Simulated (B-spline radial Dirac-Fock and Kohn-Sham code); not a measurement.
Z = 69 (thulium), transition energy 2000 keV. The computed values come from a radial B-spline solver: a Dirac-Hartree-Slater potential of the neutral atom with a Latter tail (no hole, which puts coefficients of high multipoles low close above an edge), finite nucleus with surface currents. Subshells that would emit electrons below 1 keV are left out, and so is internal pair formation.

Q: A pure transition shows α(K) = 0.00243, L1/L2 = 16.5 and L1/L3 = 125. What is its multipolarity?
A. E4
B. E3
C. M4
D. M1
E. M2
F. E2
G. E1
H. M3

A: E. For comparison, α(K), L1/L2, L1/L3 are E1 0.000372, 35.0, 30.2; E2 0.000794, 16.2, 37.8; E3 0.00144, 8.92, 39.7; E4 0.00239, 5.86, 36.6; M1 0.00108, 22.2, 95.0; M3 0.00410, 12.5, 87.4; M4 0.00640, 9.86, 47.5.
